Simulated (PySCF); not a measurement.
C₄H₄BNO. Atoms are numbered in the order given.

```xyz
11

N     -0.3883    -2.9290     0.0000
C     -0.0965    -1.8056     0.0000
C      0.2249    -0.4254     0.0000
C      1.4301     0.2043     0.0000
C      1.0153     1.6629     0.0000
B     -0.4472     0.9877     0.0000
O     -1.7210     1.3948     0.0000
H      2.4405    -0.2259     0.0000
H      1.3298     2.2304    -0.8927
H      1.3298     2.2304     0.8927
H     -1.8207     2.3530     0.0000
```

Coordinates come from a PBE0-D3(BJ)/def2-SVP optimisation. The structure was generated by enumeration, and PubChem lists no compound with its InChIKey, so it may never have been made. Other conformers were not sampled.

Calculation: TDDFT-PBE/def2-SVPD (PySCF 2.14.0).

Vertical excitations. Gas-phase values at a fixed geometry. State labels are in the subgroup Cs.

```json
[
 {"state": "S1", "symmetry": "A\"", "energy (eV)": "4.72", "λ (nm)": "263", "f": "0.000", "main pairs": "HOMO−1→LUMO 99 %"},
 {"state": "S2", "symmetry": "A'", "energy (eV)": "5.14", "λ (nm)": "241", "f": "0.101", "main pairs": "HOMO→LUMO 87 %"},
 {"state": "S3", "symmetry": "A\"", "energy (eV)": "5.20", "λ (nm)": "238", "f": "0.000", "main pairs": "HOMO−2→LUMO 99 %"},
 {"state": "S4", "symmetry": "A\"", "energy (eV)": "5.64", "λ (nm)": "220", "f": "0.002", "main pairs": "HOMO−3→LUMO 99 %"},
 {"state": "S5", "symmetry": "A\"", "energy (eV)": "6.14", "λ (nm)": "202", "f": "0.001", "main pairs": "HOMO→LUMO+2 100 %"},
 {"state": "S6", "symmetry": "A'", "energy (eV)": "6.43", "λ (nm)": "193", "f": "0.149", "main pairs": "HOMO→LUMO+1 74 %"},
 {"state": "S7", "symmetry": "A\"", "energy (eV)": "6.45", "λ (nm)": "192", "f": "0.000", "main pairs": "HOMO−5→LUMO 85 %"},
 {"state": "S8", "symmetry": "A\"", "energy (eV)": "6.53", "λ (nm)": "190", "f": "0.001", "main pairs": "HOMO−1→LUMO+1 85 %"},
 {"state": "S9", "symmetry": "A'", "energy (eV)": "6.60", "λ (nm)": "188", "f": "0.023", "main pairs": "HOMO−4→LUMO 66 %, HOMO−1→LUMO+2 19 %"},
 {"state": "S10", "symmetry": "A'", "energy (eV)": "6.65", "λ (nm)": "187", "f": "0.023", "main pairs": "HOMO−1→LUMO+2 76 %, HOMO−4→LUMO 20 %"},
 {"state": "T1", "symmetry": "A'", "energy (eV)": "3.46", "λ (nm)": "358", "f": "0", "main pairs": "HOMO→LUMO 98 %"},
 {"state": "T2", "symmetry": "A\"", "energy (eV)": "4.45", "λ (nm)": "279", "f": "0", "main pairs": "HOMO−1→LUMO 99 %"},
 {"state": "T3", "symmetry": "A\"", "energy (eV)": "4.94", "λ (nm)": "251", "f": "0", "main pairs": "HOMO−2→LUMO 98 %"},
 {"state": "T4", "symmetry": "A\"", "energy (eV)": "5.30", "λ (nm)": "234", "f": "0", "main pairs": "HOMO−3→LUMO 98 %"}
]
```
Triplets are in the Tamm–Dancoff approximation, which puts them higher than full response would, so one can lie above its singlet here.
